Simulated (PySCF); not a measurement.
Spinor energies of Te⁺ (tellurium, charge +1)

Start: [Kr] 4d10 5s2 5p3; 5p1/2 filled at m_j = -1/2, +1/2; 5p3/2 filled at m_j = +3/2. Calculated with PySCF 2.14 in x2c-TZVPPall-2c with one added diffuse shell each of s, p, d, f type (9s10p6d3f, 90 functions): generalised Hartree-Fock with the X2C-1e Hamiltonian and a Gaussian nucleus; spin-orbit coupling (SO) screened by Boettger's factors.

| spinor shell | electrons | ε, screened SO (eV) | weight of nominal j (screened SO) | rms radius, screened SO (bohr) |
| --- | --- | --- | --- | --- |
| 1s1/2 | 2 | -31978.6 | 1.000 | 0.0318 |
| 2s1/2 | 2 | -5008.6 | 1.000 | 0.130 |
| 2p1/2 | 2 | -4681.6 | 1.000 | 0.112 |
| 2p3/2 | 4 | -4404.5 | 1.000 | 0.117 |
| 3s1/2 | 2 | -1045.6 | 1.000 | 0.343 |
| 3p1/2 | 2 | -909.80 | 1.000 | 0.336 |
| 3p3/2 | 4 | -856.49 | 1.000 | 0.347 |
| 3d3/2 | 4 | -619.07 | 1.000 | 0.320 |
| 3d5/2 | 6 | -608.15 | 1.000 | 0.323 |
| 4s1/2 | 2 | -202.21 | 1.000 | 0.815 |
| 4p1/2 | 2 | -153.30 | 0.999 | 0.858 |
| 4p3/2 | 4 | -143.01 | 1.000 | 0.887 |
| 4d3/2 | 4 | -62.986 | 0.985 | 1.04 |
| 4d5/2 | 6 | -61.327 | 0.990 | 1.05 |
| 5s1/2 | 2 | -28.171 | 1.000 | 2.21 |
| 5p1/2 | 2 | -19.029 | 0.626 | 2.62 |
| 5p3/2 | 1 | -18.417 | 1.000 | 2.68 |

```csv
quantity,screened SO
E (hartree),-6791.56767
M_J,3/2
⟨J²⟩,3.755
⟨L²⟩,0.101
⟨S²⟩,3.660
```

Each row is a mean over spinors that exchange with the open shell spreads, by up to 6.962 eV (5s1/2).

Rows whose weight is well below 1 are mixtures of j = l ± 1/2: exchange outweighs spin-orbit coupling there, and the label is only the starting occupation.

Breit and QED terms are absent; they matter most for the inner s and p1/2 levels.

Densities and radii are taken from the X2C orbitals without a picture-change correction, which distorts them close to the nucleus.
